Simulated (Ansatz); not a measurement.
CH8AlBSi2, relaxed with RKS PBE-D4/def2-SVP in Ansatz 0.2.0 from a rough embedded geometry. The force threshold is 0.03 eV/Å; the program also tests the step.

Total charge 0; spin multiplicity 1. The bonds changed during the relaxation, so this is another structure than the one it started from.

Start:

```xyz
13

B     0.280    1.124   -2.054
Si    0.285    1.056   -0.148
C     1.116   -0.496    0.405
Si   -0.329   -1.508    1.247
Al   -1.763    0.321    0.723
H    -0.383    2.044   -2.600
H     0.679    0.273   -2.713
H     0.823    2.232    0.545
H     1.513   -1.116   -0.454
H     1.879   -0.326    1.174
H    -0.644   -2.696    0.405
H    -0.137   -1.710    2.632
H    -3.319    0.802    0.838
```

How much energy does the relaxation release, and in how many steps? (An estimate is asked.)

The calculation gave: 36.58 kcal/mol, in 27 steps, 2 of them rejected.

Which bonds change most? (Best estimate.)

Ansatz gave: B1–Al5 from 3.540 to 2.146 Å; Si2–Al5 from 2.344 to 2.823 Å; B1–H7 from 1.148 to 1.272 Å; Si4–H12 from 1.413 to 1.514 Å.

Give the relaxed structure. (Best estimate.)

Ansatz gave: 
```xyz
13

B    -0.330    1.349   -1.491
Si    0.986    1.088   -0.164
C     1.410   -0.633    0.494
Si   -0.306   -1.386    0.991
Al   -1.687    0.191   -0.297
H    -0.681    2.395   -1.991
H    -0.776    0.284   -2.025
H     1.498    2.209    0.702
H     1.841   -1.237   -0.333
H     2.131   -0.623    1.336
H    -0.330   -2.889    0.831
H    -0.492   -1.100    2.465
H    -3.264    0.352   -0.518
```
